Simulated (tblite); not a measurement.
C6H10ClNSi.
SMILES with atom numbers: `[CH3:1][SiH2:2][CH2:3]/[C:4]([Cl:5])=[CH:6]/[CH2:7][C:8]#[N:9]` (hydrogens: H10, H11, H12 on C1; H13, H14 on Si2; H15, H16 on C3; H17 on C6; H18, H19 on C7)

Computed with GFN2-xTB (tblite), gas phase: L-BFGS steps from a force-field or distance-geometry start until the largest atomic force falls under 0.01 eV/Å.

Step 8: E = -736.9286 eV
```
atom  x, y, z in Å  |  force x, y, z in eV/Å
C1     -3.5894    0.1778   -0.1471   -0.064  -0.100  -0.027
Si2    -1.9543   -0.7621   -0.4152   -0.111   0.128   0.086
C3     -0.6590    0.4212    0.3607    0.047   0.021  -0.063
C4      0.6611   -0.1857    0.6226    0.071  -0.055  -0.106
Cl5     0.6812   -1.5178    1.7212   -0.039  -0.079   0.156
C6      1.7687    0.2153    0.0178    0.088   0.058  -0.035
C7      3.1572   -0.3103    0.2262    0.026   0.005   0.046
C8      3.9404    0.7730    0.7748    0.134   0.300   0.108
N9      4.4919    1.6848    1.1962   -0.112  -0.360  -0.126
H10    -4.3764   -0.4917    0.1843   -0.019  -0.013   0.034
H11    -3.9430    0.6342   -1.0678    0.058   0.043   0.042
H12    -3.4843    0.9616    0.6018   -0.055  -0.071  -0.096
H13    -1.6917   -0.9287   -1.8535    0.057  -0.039   0.112
H14    -1.8978   -2.0461    0.2901   -0.079   0.023  -0.075
H15    -1.0557    0.8423    1.2842   -0.043  -0.084   0.075
H16    -0.4822    1.2517   -0.3191   -0.146   0.148  -0.026
H17     1.6785    1.0555   -0.6512    0.112   0.070  -0.122
H18     3.1497   -1.1498    0.9290    0.061   0.039  -0.107
H19     3.5953   -0.6159   -0.7319    0.015  -0.034   0.124
```

Step 9: E = -736.9381 eV
```
atom  x, y, z in Å  |  force x, y, z in eV/Å
C1     -3.5954    0.1772   -0.1459   -0.012  -0.126  -0.037
Si2    -1.9536   -0.7635   -0.4118   -0.189   0.154   0.081
C3     -0.6572    0.4245    0.3592    0.021  -0.052  -0.091
C4      0.6637   -0.1843    0.6150    0.060  -0.013  -0.072
Cl5     0.6661   -1.5120    1.7268    0.032  -0.006   0.064
C6      1.7730    0.2216    0.0148    0.157  -0.003  -0.052
C7      3.1632   -0.3108    0.2257   -0.028   0.021   0.035
C8      3.9487    0.7722    0.7740    0.030   0.172   0.069
N9      4.4962    1.6835    1.1989   -0.038  -0.257  -0.087
H10    -4.3860   -0.4901    0.1834    0.012  -0.022   0.027
H11    -3.9470    0.6342   -1.0674    0.071   0.035   0.041
H12    -3.4944    0.9620    0.6029   -0.036  -0.080  -0.100
H13    -1.6826   -0.9330   -1.8490    0.041  -0.030   0.118
H14    -1.9056   -2.0534    0.2870   -0.070   0.065  -0.076
H15    -1.0528    0.8286    1.2893   -0.048  -0.034   0.092
H16    -0.4909    1.2610   -0.3158   -0.130   0.135  -0.007
H17     1.6886    1.0610   -0.6621    0.093  -0.035  -0.018
H18     3.1530   -1.1512    0.9309    0.052   0.099  -0.156
H19     3.6031   -0.6180   -0.7330   -0.019  -0.025   0.170
```

Step 10: E = -736.9463 eV
```
atom  x, y, z in Å  |  force x, y, z in eV/Å
C1     -3.6014    0.1747   -0.1454    0.013  -0.102  -0.033
Si2    -1.9560   -0.7622   -0.4073   -0.179   0.122   0.049
C3     -0.6552    0.4271    0.3569   -0.013  -0.073  -0.068
C4      0.6675   -0.1836    0.6065    0.029   0.036  -0.036
Cl5     0.6532   -1.5071    1.7332    0.097   0.083  -0.045
C6      1.7788    0.2272    0.0114    0.129  -0.064  -0.051
C7      3.1684   -0.3103    0.2258   -0.060   0.037   0.011
C8      3.9548    0.7718    0.7732   -0.077  -0.011   0.008
N9      4.5012    1.6801    1.2010    0.080  -0.063  -0.006
H10    -4.3945   -0.4894    0.1833    0.016  -0.044   0.016
H11    -3.9490    0.6349   -1.0663    0.062   0.021   0.016
H12    -3.5041    0.9607    0.6018   -0.016  -0.066  -0.070
H13    -1.6738   -0.9374   -1.8422    0.022  -0.018   0.115
H14    -1.9141   -2.0585    0.2825   -0.065   0.096  -0.066
H15    -1.0508    0.8152    1.2951   -0.018  -0.010   0.056
H16    -0.5014    1.2718   -0.3130   -0.105   0.087   0.032
H17     1.6996    1.0654   -0.6725    0.072  -0.114   0.062
H18     3.1571   -1.1510    0.9299    0.034   0.102  -0.137
H19     3.6099   -0.6204   -0.7307   -0.021  -0.021   0.149
```

Step 11: E = -736.9525 eV
```
atom  x, y, z in Å  |  force x, y, z in eV/Å
C1     -3.6063    0.1713   -0.1457   -0.001  -0.046  -0.021
Si2    -1.9610   -0.7592   -0.4033   -0.090   0.060   0.010
C3     -0.6539    0.4286    0.3544   -0.039  -0.048  -0.023
C4      0.6711   -0.1826    0.5992   -0.018   0.065  -0.007
Cl5     0.6460   -1.5021    1.7372    0.137   0.137  -0.118
C6      1.7847    0.2300    0.0081    0.035  -0.092  -0.040
C7      3.1715   -0.3089    0.2261   -0.057   0.038  -0.009
C8      3.9577    0.7717    0.7729   -0.118  -0.113  -0.024
N9      4.5064    1.6762    1.2023    0.160   0.079   0.055
H10    -4.4004   -0.4899    0.1837    0.001  -0.067   0.001
H11    -3.9491    0.6360   -1.0651    0.038   0.006  -0.021
H12    -3.5115    0.9582    0.5993   -0.001  -0.038  -0.023
H13    -1.6669   -0.9410   -1.8348    0.005  -0.007   0.096
H14    -1.9217   -2.0600    0.2778   -0.063   0.101  -0.043
H15    -1.0496    0.8049    1.2997    0.021  -0.005   0.004
H16    -0.5114    1.2814   -0.3102   -0.080   0.031   0.068
H17     1.7093    1.0667   -0.6792    0.053  -0.132   0.083
H18     3.1607   -1.1493    0.9266    0.013   0.052  -0.064
H19     3.6145   -0.6227   -0.7261    0.003  -0.021   0.074
```

**Question.** Estimate the geometry and energy of step 12. (The exact step hangs on the optimiser's Hessian estimate; all steps are aligned on step 11, rigid shifts and turns removed.)

**Answer.** E = -736.9572 eV, largest force 0.241 eV/Å
```
atom  x, y, z in Å  |  force x, y, z in eV/Å
C1     -3.6098    0.1681   -0.1463   -0.034   0.010  -0.007
Si2    -1.9664   -0.7558   -0.4004    0.016   0.003  -0.018
C3     -0.6538    0.4289    0.3524   -0.053  -0.004   0.018
C4      0.6734   -0.1807    0.5941   -0.055   0.066   0.006
Cl5     0.6443   -1.4963    1.7377    0.149   0.136  -0.131
C6      1.7890    0.2299    0.0051   -0.061  -0.084  -0.029
C7      3.1727   -0.3072    0.2263   -0.026   0.021  -0.013
C8      3.9584    0.7716    0.7732   -0.087  -0.102  -0.015
N9      4.5118    1.6726    1.2032    0.168   0.110   0.068
H10    -4.4040   -0.4916    0.1840   -0.015  -0.077  -0.014
H11    -3.9480    0.6368   -1.0645    0.009  -0.007  -0.049
H12    -3.5163    0.9554    0.5967    0.005  -0.011   0.021
H13    -1.6623   -0.9435   -1.8276   -0.004   0.001   0.060
H14    -1.9280   -2.0586    0.2736   -0.061   0.080  -0.013
H15    -1.0484    0.7979    1.3028    0.043  -0.007  -0.028
H16    -0.5200    1.2885   -0.3071   -0.058  -0.009   0.082
H17     1.7168    1.0650   -0.6821    0.034  -0.094   0.049
H18     3.1635   -1.1470    0.9229   -0.003  -0.013   0.022
H19     3.6174   -0.6247   -0.7212    0.033  -0.020  -0.009
```

The energy changes by -0.0046 eV. The first-order estimate −F·Δx gives -0.0065 eV and the mean of the old and new forces, exact on a quadratic surface, -0.0046 eV. The step makes an angle of 61° with the force vector and moves no atom by more than 0.012 Å.

What follows is the cost of the whole relaxation. The run took 0.8 s on one thread of an AMD EPYC 9B45, no GPU (shared host).
